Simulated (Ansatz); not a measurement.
The C2–B1 bond of CH5B (SMILES BC) is stretched (multiplicity 1, the rest rigid).
Geometry at rest (charge 0, multiplicity 1):
```xyz
7

B      0.86684     0.07932     0.01138
C     -0.67657    -0.06721    -0.04120
H      1.56564    -0.86459     0.22852
H      1.38572     1.14906    -0.10199
H     -0.99454     0.07635     1.00658
H     -1.03720    -1.05650    -0.32707
H     -1.19436     0.70236    -0.61575
```

Cores are frozen in the correlated methods.

Programs: Ansatz (a program for electronic structure). Values without a source in brackets are computed.

FIC-MRCISD+Q on CASSCF(2,2)/cc-pVTZ, total energies (hartree):

```tsv
R (Å)	CASSCF	MRCISD	weight c² of the reference
1.551	-65.478209	-65.763898	0.90864
2.715	-65.357707	-65.626995	0.90713
4.964	-65.316614	-65.578877	0.90924
```

### Question
Add the Davidson correction (E_MRCISD − E_CASSCF)(1 − c²)/c² and give the energies above the first point at the three levels.

### Answer

Corrections (hartree): -0.028726, -0.027568, -0.026179. Above the first point (kcal/mol):
- R = 2.715 Å: CASSCF 75.6, MRCISD 85.9, with the correction 86.6
- R = 4.964 Å: CASSCF 101.4, MRCISD 116.1, with the correction 117.7
